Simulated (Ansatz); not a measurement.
Stepwise reaction of `C=C[SiH](F)[SiH2]F` with hydrogen, as a gas-phase model of exchange steps in deposition or etching. ΔE in kJ/mol.

Gas-phase electronic energies from Ansatz, PBE0-D4/def2-TZVP geometries. CBS: MP2 limit from def2 TZ/QZ plus the TZ coupled-cluster correction, frozen cores. This one scheme is used for every species. Functionals use def2-TZVPP. B3LYP here is the variant with VWN-RPA as its local correlation; programs differ in this. One conformer a species, not always the lowest.

```tsv
step	reaction	PBE-D4	B3LYP-D4	ωB97M-V	CCSD(T)/CBS
1	`C=C[SiH](F)[SiH2]F` + H₂ → `C=C[SiH2][SiH2]F` + H–F	99.7	110.0	108.4	104.1
2	`C=C[SiH2][SiH2]F` + H₂ → `C=C[SiH2][SiH3]` + H–F	91.9	101.8	100.3	97.1
```

Problem. By hand: ΔE of the 2 steps together at CCSD(T)/CBS.

Solution. (104.1) + (97.1) = 201.2 kJ/mol, or 100.6 kJ/mol a step.

In ΔE each step is lower than the one before. All are uphill at CCSD(T)/CBS. PBE-D4 differs from CCSD(T)/CBS by -5.2 to -4.4 kJ/mol a step. Isolated molecules leave out the surface, adducts and barriers. Largest T1 diagnostic: 0.013.
